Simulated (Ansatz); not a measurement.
Consider the ligand exchange at the Si–S bond: `CCS[SiH2]Cl` + `N=CO` → `O/C=N/[SiH2]Cl` + `CCS`.

Gas-phase electronic energies from Ansatz, PBE0-D4/def2-TZVP geometries. CCSD(T)/CBS adds triple-zeta CCSD(T) − MP2 to the extrapolated MP2 energy (def2 sets, frozen cores). This one scheme is used for every species. DFT in def2-TZVPP. B3LYP here is the variant with VWN-RPA as its local correlation; programs differ in this. Each species was taken in one conformer, which may not be the lowest.

`CCS[SiH2]Cl`:

Z-matrix (Å, degrees):
```
C
C 1 1.513
H 1 1.092 2 111.5
H 1 1.094 2 110.0 3 -119.6
H 1 1.091 2 111.0 3 120.4
S 2 1.829 1 114.0 3 -63.5
H 2 1.092 1 111.1 3 179.5
H 2 1.092 1 112.0 3 59.9
Si 6 2.107 2 101.3 1 76.6
Cl 9 2.062 6 111.8 2 59.8
H 9 1.479 6 106.0 2 178.8
H 9 1.481 6 113.3 2 -58.8
```

`N=CO`:

Cartesian coordinates in Å:
```
N 1.029 0.030 -0.128
C -0.221 -0.101 -0.192
O -1.026 0.265 0.809
H 1.478 -0.300 -0.976
H -0.803 -0.507 -1.022
H -0.456 0.614 1.509
```

`O/C=N/[SiH2]Cl`:

Cartesian coordinates in Å:
```
O -1.421 0.519 1.939
C -0.921 0.310 0.723
N 0.264 -0.053 0.518
Si 1.036 -0.356 -0.974
Cl -0.222 -0.061 -2.590
H -0.711 0.338 2.574
H -1.682 0.499 -0.039
H 2.176 0.571 -1.133
H 1.480 -1.766 -1.018
```

`CCS`:

```xyz
9

C     0.674   -0.064    0.685
C    -0.681    0.082    0.025
S    -0.763   -0.592   -1.655
H     0.984   -1.110    0.712
H     0.645    0.316    1.710
H     1.438    0.497    0.142
H    -1.442   -0.479    0.573
H    -1.006    1.124    0.007
H     0.152    0.226   -2.200
```

```
             level  ΔE (kJ/mol)  difference from CCSD(T)/CBS
            PBE-D4          6.1                          6.1
         r2SCAN-D4         -0.6                         -0.6
           PBE0-D4          3.7                          3.7
          B3LYP-D4         -3.2                         -3.2
           ωB97M-V         -2.6                         -2.6
            B2PLYP         -7.3                         -7.3
               PBE          2.4                          2.4
              PBE0          0.2                          0.2
             B3LYP         -9.3                         -9.3
     HF/def2-TZVPP        -18.3                        -18.3
SCS-MP2/def2-TZVPP         -5.6                         -5.6
     HF/def2-QZVPP        -19.1                        -19.1
    MP2/def2-QZVPP         -0.7                         -0.7
SCS-MP2/def2-QZVPP         -4.2                         -4.2
     MP2/CBS(def2)          0.8                          0.8
    CCSD/CBS(def2)         -2.5                         -2.5
       CCSD(T)/CBS          0.0                            0
```

Largest T1 diagnostic among the species: 0.014.

In def2-TZVPP, CCSD(T) changes the Hartree–Fock value by +15.4 kJ/mol (the triples alone add +2.5 kJ/mol) and MP2 by +16.3 kJ/mol. The D4 term adds +6.0 kJ/mol with B3LYP and +3.5 kJ/mol with PBE0; it sums over pairs of atoms, weighted by their polarisabilities, and B3LYP, whose exchange is more repulsive, gets the larger term.
